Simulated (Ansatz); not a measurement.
Relaxation of BClF₂H (5 atoms, charge 0, multiplicity 2), to a largest force component of 0.03 eV/Å in at most 50 steps.

Computed with UKS PBE0/def2-SVP in Ansatz 0.2.0.

```xyz
5
Properties=species:S:1:pos:R:3:forces:R:3
B 0.000 0.001 -0.082 0.00 -0.01 -0.16
H 0.000 0.000 1.117 0.00 0.00 0.28
F 1.131 0.000 -0.745 -0.08 0.00 -0.03
F -1.131 0.000 -0.745 0.08 0.00 -0.03
Cl 0.000 0.000 3.685 0.00 0.00 -0.06
```

Task: Where does it end, and by what steps?

Result: It converged. After 24 steps the energy has fallen by 0.589 eV; Cl5 moved furthest, 1.47 Å. Joined: B1–Cl5 (3.77 → 1.85 Å).

| step | energy less start (eV) | largest force component (eV/Å) | accepted |
| --- | --- | --- | --- |
| 0 | 0.0000 | 0.275 | yes |
| 1 | -0.0017 | 0.165 | yes |
| 2 | -0.0042 | 0.120 | yes |
| 3 | -0.0146 | 0.283 | yes |
| 4 | -0.0205 | 0.178 | yes |
| 5 | -0.0393 | 0.236 | yes |
| 6 | -0.0317 | 0.402 | no |
| 7 | -0.0429 | 0.145 | yes |
| 8 | -0.0439 | 0.176 | yes |
| 9 | -0.0449 | 0.412 | yes |
| 10 | -0.0325 | 0.636 | no |
| 11 | -0.0525 | 0.293 | yes |
| 12 | -0.0579 | 0.389 | yes |
| 13 | -0.0662 | 0.535 | yes |
| 14 | -0.0712 | 0.502 | yes |
| 15 | -0.1206 | 0.315 | yes |
| 16 | -0.1223 | 1.195 | yes |
| 17 | -0.2703 | 0.679 | yes |
| 18 | -0.4302 | 0.997 | yes |
| 19 | -0.3298 | 3.365 | no |
| 20 | -0.5440 | 0.549 | yes |
| 21 | -0.5760 | 0.707 | yes |
| 22 | -0.5787 | 0.690 | yes |
| 23 | -0.5891 | 0.040 | yes |
| 24 | -0.5892 | 0.015 | yes |

```xyz
5
Properties=species:S:1:pos:R:3
B 0.000 -0.115 0.438
H 0.000 1.192 0.921
F 1.144 -0.342 -0.197
F -1.144 -0.342 -0.197
Cl 0.000 -0.392 2.264
```

Whether the end is a true minimum wasn't checked by a vibrational analysis.

Time of the run: 87 s on 1 thread of Arm Neoverse V2, on a shared host, peak memory 0.17 GiB.
